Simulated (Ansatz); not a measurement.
Relaxation of C3H8SeSi2 (14 atoms, charge 0, multiplicity 1), to a largest force component of 0.015 eV/Å in at most 40 steps.

Theory: Ansatz 0.2.0, RHF/def2-SVP.

```xyz
14
Properties=species:S:1:pos:R:3
C -2.815 0.038 0.160
C -1.738 -0.113 -0.226
Si -0.064 -0.397 -0.796
C 0.766 -1.833 0.146
Si 1.194 1.417 -0.395
Se 1.177 1.868 1.861
H -3.829 0.256 0.479
H 0.014 -0.670 -2.230
H 1.873 -1.888 -0.191
H 0.267 -2.733 0.035
H 0.805 -1.490 1.255
H 2.592 1.205 -0.809
H 0.568 2.595 -1.115
H -0.381 1.976 1.862
```

Task: Where does it end, and by what steps?

Result: It converged. The force dipped under the threshold on the way, but the program's further checks kept it going. After 7 steps the energy has fallen by 0.755 eV; H12 moved furthest, 0.24 Å.

```csv
step,energy less start (eV),largest force component (eV/Å),accepted
0,0.0000,6.376,yes
1,-0.6889,1.533,yes
2,-0.7262,0.566,yes
3,-0.7477,0.138,yes
4,-0.7529,0.063,yes
5,-0.7544,0.023,yes
6,-0.7548,0.012,yes
7,-0.7549,0.013,yes
```

```xyz
14
Properties=species:S:1:pos:R:3
C -2.866 0.033 0.128
C -1.744 -0.171 -0.241
Si 0.008 -0.451 -0.792
C 0.768 -1.882 0.167
Si 1.185 1.570 -0.411
Se 1.204 2.065 1.846
H -3.867 0.212 0.451
H -0.014 -0.746 -2.246
H 1.789 -2.072 -0.173
H 0.184 -2.793 0.026
H 0.800 -1.654 1.234
H 2.618 1.436 -0.764
H 0.605 2.687 -1.191
H -0.241 1.998 2.003
```

The run took 35 s on 2 threads of Arm Neoverse V2, with other jobs on the host, peak memory 0.47 GiB.
